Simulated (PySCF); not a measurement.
**Spinor energies of Nb²⁺ (niobium, charge +2)**

Start: [Kr] 4d3; 4d3/2 filled at m_j = -1/2, +1/2, +3/2. Calculated with PySCF 2.14 in x2c-TZVPPall-2c: generalised Hartree-Fock with the X2C-1e Hamiltonian and a Gaussian nucleus; one run each with spin-orbit coupling (SO) switched off, then screened by Boettger's factors.

```tsv
spinor shell	electrons	ε, spin-free (eV)	ε, screened SO (eV)	weight of nominal j (screened SO)	rms radius, screened SO (bohr)
1s1/2	2	-19105.2	-19104.2	1.000	0.0415
2s1/2	2	-2761.3	-2761.0	1.000	0.171
2p1/2	2	-2461.2	-2527.3	1.000	0.149
3s1/2	2	-507.35	-507.23	1.000	0.471
3p1/2	2	-406.48	-417.63	1.000	0.471
3p3/2	4	-406.48	-401.14	1.000	0.482
3d3/2	4	-241.50	-243.46	0.979	0.471
3d5/2	6	-241.50	-240.06	0.986	0.475
4s1/2	2	-90.100	-90.053	1.000	1.24
4p1/2	2	-60.729	-64.901	0.690	1.39
4p3/2	4	-60.729	-58.632	0.845	1.39
4d3/2	3	-25.286	-25.306	0.636	1.98
```

(1) Where does 2p3/2 lie, and what is the 2p spin-orbit splitting (screened SO)?

```
   quantity    spin-free  screened SO
E (hartree)  -3816.32462  -3816.73549
        M_J          3/2          3/2
       ⟨J²⟩        6.760        6.495
       ⟨L²⟩       12.008       11.995
       ⟨S²⟩        3.752        3.747
```

The determinant has a definite M_J but mixes levels of different J.

Each row is a mean over spinors that exchange with the open shell spreads, by up to 3.609 eV (4s1/2).

Rows whose weight is well below 1 are mixtures of j = l ± 1/2: exchange outweighs spin-orbit coupling there, and the label is only the starting occupation.

Breit and QED terms are absent; they matter most for the inner s and p1/2 levels.

Densities and radii are taken from the X2C orbitals without a picture-change correction, which distorts them close to the nucleus.

Without spin-orbit coupling the j labels of p, d and f shells carry no meaning; the spin-free column gives the mean over the occupied spinors of each nl shell, and its ⟨J²⟩ belongs to a mixture of degenerate components.

Results:

(1) At -2430.0 eV, 97.291 eV above 2p1/2.
